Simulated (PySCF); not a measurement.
## Telling isomers of C7H6FN apart by NMR

PySCF 2.14.0 with density-fitted response routines calculation with GIAO PBE0/pcSseg-1 shieldings and GFN2-xTB geometry; no solvent, fast rotation and ring inversion assumed for equivalent nuclei, one computed conformer, non-relativistic.

Scale: 1H (σ = 31.72 ppm) and 13C (σ = 186.93 ppm) against TMS (reference shieldings calculated alike). Splittings of carbon signals by F and P are missing where no couplings were computed. Where no couplings were computed, multiplicities follow the n + 1 count of equivalent neighbours, and m marks all less simple cases (inequivalent or close neighbours, rings, F or P nearby). Shifts are as computed. Against solution values, carbons near 30 ppm lie about +3 ppm off and those near 130 ppm about +5 ppm. Of 1211 compounds with measured shifts, 218 miss one by over three times the rms of a fit or turn the order of signals round; such compounds aren't used in these exercises.

(1) Tabulate the signals of `C=C1C[C@H](C#N)/C1=C\F`, `C=C1/C(=C\F)C[C@@H]1C#N` and their relative energies.

(2) What is the quickest way to tell C=C1C[C@H](C#N)/C1=C\F from C=C1/C(=C\F)C[C@@H]1C#N?

## Answers

(1) 
```json
{"SMILES": "C=C1C[C@H](C#N)/C1=C\\F", "carbon types": "3×C 2×CH 2×CH2", "δC": "156.4, 147.3, 126.0, 124.2, 113.9, 36.2, 22.7", "δH": "7.51 (m, 1H), 5.67 (br s, 1H), 5.33 (br s, 1H), 3.52 (m, 1H), 3.05 (m, 1H), 2.95 (m, 1H)", "E rel. (kcal/mol)": "1.0"}
{"SMILES": "C=C1/C(=C\\F)C[C@@H]1C#N", "carbon types": "3×C 2×CH 2×CH2", "δC": "155.7, 145.7, 125.1, 124.6, 123.3, 29.8, 26.6", "δH": "6.87 (m, 1H), 6.09 (br s, 1H), 5.86 (br s, 1H), 3.35 (m, 1H), 3.03 (m, 1H), 2.94 (m, 1H)", "E rel. (kcal/mol)": "0.0"}
```

Energies are electronic energies at PBE0/pcSseg-1 on these geometries, without zero-point or thermal terms, each for the one conformer computed, which needn't be the lowest.

(2) Both give the same number of carbon signals, with the same numbers of each carbon type, so the positions decide. The first has a terminal =CH2 carbon at 113.9 ppm, the second a terminal =CH2 carbon at 123.3 ppm. Their most deshielded carbons lie at 156.4 and 155.7 ppm. In the proton spectra the most deshielded non-exchanging signals are 7.51 (m, 1H) and 6.87 (m, 1H).
